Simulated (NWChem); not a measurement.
Isomers of C$_{2}$H$_{4}$ClNOSi, each optimised at B3LYP/6-31G* with NWChem, gas phase unless a solvent is named. Flexible species stand in one conformer each, which need not be the lowest. Pople sets run with spherical d functions. Relative energies count from the lowest isomer at each level and are electronic, without zero-point energy, on those geometries.

A: C[Si@@H](Cl)OC#N
B: N#CC[Si@@H](O)Cl
C: O=C/N=C/[SiH2]Cl
D: O[Si@@]1(Cl)C=NC1

```tsv
quantity	A	B	C	D
relative energy, Hartree-Fock/def2-TZVP (kcal/mol)	(withheld)	0.0	59.2	32.6
relative energy, M06-2X/def2-TZVP (kcal/mol)	(withheld)	0.0	61.7	25.1
orbital gap (eV), B3LYP/6-31G*	(withheld)	8.60	4.73	5.74
SMD solvation free energy in toluene, B3LYP/6-31G* (kcal/mol)	(withheld)	-6.5	-4.8	-4.5
```

What belongs in the gaps?


- relative energy, Hartree-Fock/def2-TZVP (kcal/mol), A: 16.3
- relative energy, M06-2X/def2-TZVP (kcal/mol), A: 15.4
- orbital gap (eV), B3LYP/6-31G*, A: 8.06
- SMD solvation free energy in toluene, B3LYP/6-31G* (kcal/mol), A: -3.6
